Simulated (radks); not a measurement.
Coulomb parameter of the 4d shell of the ruthenium ion Ru3+ in the model configuration [Kr] 4d4 5s1, as a second difference U = [E(n + 1) + E(n - 1) - 2 E(n)] / (1)^2 with all orbitals relaxed. "Bare": the charge of the atom changes with n. "Screened": the 5s shell takes up the change at fixed total charge, which measures U(4d,4d) + U(5s,5s) - 2 U(4d,5s). Calculated with a radial shooting solver on a logarithmic mesh with Libxc functionals: Dirac Kohn-Sham, PBEsol, spin-unpolarised, spherical densities, point nucleus; open shells are shared between the two j in proportion to 2j + 1.

case,configuration,E - E(n) (eV)
start,[Kr] 4d4 5s1,0.000
bare +1,[Kr] 4d5 5s1,-34.244
bare -1,[Kr] 4d3 5s1,48.487
screened +1,[Kr] 4d5,-9.628
screened -1,[Kr] 4d3 5s2,11.559

U(bare) = 14.243 eV, U(screened by 5s) = 1.930 eV.
